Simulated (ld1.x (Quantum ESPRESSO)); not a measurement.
**osmium: variants of one ultrasoft potential**

Base potential:

Os, ultrasoft, made with ld1.x (Quantum ESPRESSO) 7.5 (LDA (PZ), scalar-relativistic). Core [Kr] 4d10 4f14, reference 5s2 5p6 5d6 6s0 6p0 (charge +2). Waves: 5s (bound): rcut 1.30, rcutus 1.35 bohr; 6s (bound, empty): rcut 1.30, rcutus 1.35 bohr; 5p (bound): rcut 2.25, rcutus 2.40 bohr; 6p (bound, empty): rcut 2.25, rcutus 2.40 bohr; 5d (bound): rcut 1.45, rcutus 1.70 bohr; 5d channel at -1.3 Ry: rcut 1.45, rcutus 1.70 bohr. Local part: all-electron potential smoothed inside 1.10 bohr (lloc = -1). Core correction: a·sin(br)/r model core inside 1.15 bohr. Augmentation charge: PSQ, inside the norm-conserving radii.

Cutoffs, loose and tight: the cutoffs (Ry, on a coarse ladder) from which the occupation-weighted sum of valence levels, in a spherical-Bessel basis at the reference potential, stays within 10 and 1 mRy of its value at 400 Ry. They do not see the model core or the augmentation charge, which bear on the density cutoff. Test errors are all-electron minus pseudo excitation energies from the reference, over the configurations 5s2 5p6 5d6 6s2 6p0; 5s2 5p6 5d6 6s1 6p0; 5s2 5p6 5d5 6s0 6p0; 5s2 5p6 5d6.5 6s1.5 6p0; 5s2 5p6 5d4 6s0 6p0; 5s1 5p6 5d6 6s2 6p0; 5s2 5p6 5d5 6s2 6p0 (two spin-polarised tests are not counted in the largest error). A dash means not determined; rows that change the core or the reference have their own tests. The largest error is taken over the tests solved by every variant that gives reliable tests at all: 5s2 5p6 5d4 6s0 6p0; 5s2 5p6 5d5 6s0 6p0; 5s2 5p6 5d6 6s1 6p0; 5s2 5p6 5d6 6s2 6p0; 5s2 5p6 5d6.5 6s1.5 6p0.

A true bound ghost makes a file unfit for plane-wave use even where its test errors are small: the radial tests pick states by their node count and pass the ghost by.

Cutoffs are not given where the Bessel-basis levels miss the radial ones by over 6 mRy, ghosts where they miss by over 20 mRy; a channel whose overlap is not positive is not tested.

| change | outcome | cutoff, loose | cutoff, tight | bound ghosts | largest test error (meV) |
| --- | --- | --- | --- | --- | --- |
| base | generated | 35 Ry | 60 Ry | none | -40 |
| local potential all-electron potential smoothed inside 1.30 bohr (lloc = -1) | generated | 35 Ry | 60 Ry | none | -40 |
| reference 5s2 5p6 5d6 6s1 6p0 | generated | 35 Ry | 60 Ry | none | -17 over the solved tests; test run stopped at test 6 of 9 (negative rho) |
| core correction a·sin(br)/r model core inside 0.90 bohr | generated | 35 Ry | 60 Ry | none | -41 |
| wave 5d channel at -1.3 Ry: rcut 1.45, rcutus 1.70 bohr becomes 5d channel at -0.03 Ry: rcut 1.45, rcutus 1.70 bohr | generated | 35 Ry | 60 Ry | none | -42 |
| waves 5d (bound): rcut 1.16, rcutus 1.22 bohr; 5d channel at -1.3 Ry: rcut 1.16, rcutus 1.22 bohr | generated | 55 Ry | 90 Ry | none | -55 |
| all radii but the core radius scaled by about 0.93 (s 1.26, p 2.24, d 1.58 bohr, rcut 1.22/2.10/1.36); local potential all-electron potential smoothed inside 1.02 bohr (lloc = -1) | generated | 40 Ry | 70 Ry | s | -31 |

(1) What comes out with this change to the base: waves 5s (bound): rcut 1.30, rcutus 2.04 bohr; 6s (bound): rcut 1.30, rcutus 2.04 bohr?

Results:

(1) outcome: generated, overlap not positive; bound ghosts: not determined (overlap not positive); largest test error (meV): test run stopped at test 1 of 9 (negative rho). A file whose overlap is not positive is unfit for use, and its test errors describe a broken file.
